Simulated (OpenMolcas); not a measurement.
3d³ along the 21-electron sequence

```
Program             : OpenMolcas 26.06
Method              : MS-CASPT2, IPEA 0.25 Eh, imaginary shift 0.1 Eh
Basis               : ANO-R3
Scalar Hamiltonian  : X2C, finite nucleus
Spin-orbit coupling : RASSI with atomic mean-field integrals over the reference wave functions, term energies averaged over their components
```

Active space for each ion: 3 electrons in 5 orbitals (3d); closed shells correlated by CASPT2: 3s 3p.

Computed levels in cm-1 above ⁴F_3/2:

```json
{"Level": "⁴F_5/2", "Mn4+": "367", "Fe5+": "526", "Co6+": "716", "Ni7+": "960"}
{"Level": "⁴F_7/2", "Mn4+": "865", "Fe5+": "1232", "Co6+": "1671", "Ni7+": "2230"}
{"Level": "⁴F_9/2", "Mn4+": "1478", "Fe5+": "2090", "Co6+": "2820", "Ni7+": "3740"}
{"Level": "⁴P_1/2", "Mn4+": "16930", "Fe5+": "19380", "Co6+": "21660", "Ni7+": "23880"}
{"Level": "⁴P_3/2", "Mn4+": "17070", "Fe5+": "19550", "Co6+": "21870", "Ni7+": "24110"}
{"Level": "⁴P_5/2", "Mn4+": "17510", "Fe5+": "20210", "Co6+": "22790", "Ni7+": "25390"}
{"Level": "²G_7/2", "Mn4+": "17680", "Fe5+": "20590", "Co6+": "23310", "Ni7+": "25960"}
{"Level": "²G_9/2", "Mn4+": "18200", "Fe5+": "21310", "Co6+": "24260", "Ni7+": "27170"}
{"Level": "²P_1/2", "Mn4+": "23220", "Fe5+": "26800", "Co6+": "30280", "Ni7+": "33620"}
{"Level": "weight of ⁴F in the lowest level (%)", "Mn4+": "100", "Fe5+": "100", "Co6+": "100", "Ni7+": "100"}
```

Measured, with the error of the calculation in %. Measured levels: Mn4+ from Corliss and Sugar, J. Phys. Chem. Ref. Data 6, 1253 (1977); Fe5+ from Corliss and Sugar, J. Phys. Chem. Ref. Data 11, 135 (1982); Co6+ from Sugar and Corliss, J. Phys. Chem. Ref. Data 10, 1097 (1981); Ni7+ from Corliss and Sugar, J. Phys. Chem. Ref. Data 10, 197 (1981).

| Level | Mn4+ | Fe5+ | Co6+ | Ni7+ |
| --- | --- | --- | --- | --- |
| ⁴F_5/2 | 359 (+2.4) | 511 (+2.8) | 698 (+2.6) | 1012 (-5.2) |
| ⁴F_7/2 | 835 (+3.6) | 1188 (+3.7) | 1610 (+3.8) | 2184 (+1.9) |
| ⁴F_9/2 | 1412 (+4.7) | 2001 (+4.7) | 2723 (+3.7) | 3721 (+0.4) |
| ⁴P_1/2 | 16434 (+3.0) | 18738 (+3.4) | 21096 (+2.7) | 23261 (+2.6) |
| ⁴P_3/2 | 16595 (+2.9) | 18942 (+3.2) | 21304 (+2.7) | 23710 (+1.7) |
| ⁴P_5/2 | 17049 (+2.7) | 19611 (+3.1) | 22187 (+2.7) | 24669 (+2.9) |
| ²G_7/2 | 17892 (-1.2) | 20616 (-0.1) |  |  |
| ²G_9/2 | 18399 (-1.1) | 21315 (0) |  |  |
| ²P_1/2 | 23082 (+0.6) | 26496 (+1.1) |  |  |

The fine-structure level ⁴F_9/2 changes by a factor of 2.53 from Mn4+ to Ni7+. Its fourth root runs 6.20, 6.76, 7.29, 7.82, with steps per unit of Z of 0.56, 0.53, 0.53; equal steps would mean a (Z - σ)^4 law with constant σ.

⁴P_1/2 changes by a factor of 1.41 over the same range, with steps per unit of Z of +2450, +2280, +2220 cm-1.

CASPT2 breaks the degeneracy within a term, and the mean is taken; among the terms shown or strongly mixed into the levels shown the widest spread is 980 cm-1 (3d³ ⁴F, Co6+). Measured partners are found by configuration, term and J. A level has none where our copy of the source lacks it or the pairing is in doubt (some pairs that miss far off the trend of their configuration count as doubtful), and it then counts in no deviation. Levels of configurations outside the active space are missing.
